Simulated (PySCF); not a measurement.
# Exercise with solution: chemical shift, span and skew from a shielding tensor

C₃H₁₀O₂Si, SMILES CCO[Si@@H](C)O. Atoms are numbered in the order given.

```xyz
16

C      2.9314    -0.0734    -0.6817
C      1.5187     0.4277    -0.8730
O      0.6564    -0.2360     0.0151
Si    -0.8851     0.2586     0.4065
C     -2.1163    -0.1359    -0.9253
O     -1.3440    -0.5873     1.7548
H      3.6214     0.4220    -1.3814
H      3.2736     0.1233     0.3454
H      2.9782    -1.1590    -0.8536
H      1.4813     1.5235    -0.7096
H      1.1978     0.2541    -1.9187
H     -0.8173     1.7334     0.6703
H     -3.1305     0.1734    -0.6293
H     -1.8617     0.3826    -1.8628
H     -2.1292    -1.2192    -1.1207
H     -0.7236    -0.5789     2.4893
```
Charge 0, spin multiplicity 1.

Geometry: PBE0-D3(BJ)/def2-SVP. The structure was generated by enumeration; whether it is a known compound was not checked. Other conformers were not sampled.

GIAO shieldings from PBE0/pcSseg-1 run with PySCF, non-relativistic, no solvent. The symmetric part of the tensor of Si4 has the principal values 321.1, 371.8, 381.6 ppm. The same nucleus in TMS has σ = 352.7 ppm at this level (PySCF, at its B3LYP-D3(BJ)/def2-TZVP geometry).

Q: Work out the isotropic shielding, the ²⁹Si shift against TMS, the span and the skew.

A: 
σ(iso) = (σ11 + σ22 + σ33)/3 = 358.2 ppm. δ = σ(ref) − σ(iso) = 352.7 − (358.2) = -5.5 ppm.
Span Ω = σ33 − σ11 = 60.5 ppm. Skew κ = 3(σ(iso) − σ22)/Ω = -0.68. Tumbling in solution averages the tensor to δ; in a static solid the shielding alone would spread this spin-1/2 line over Ω.
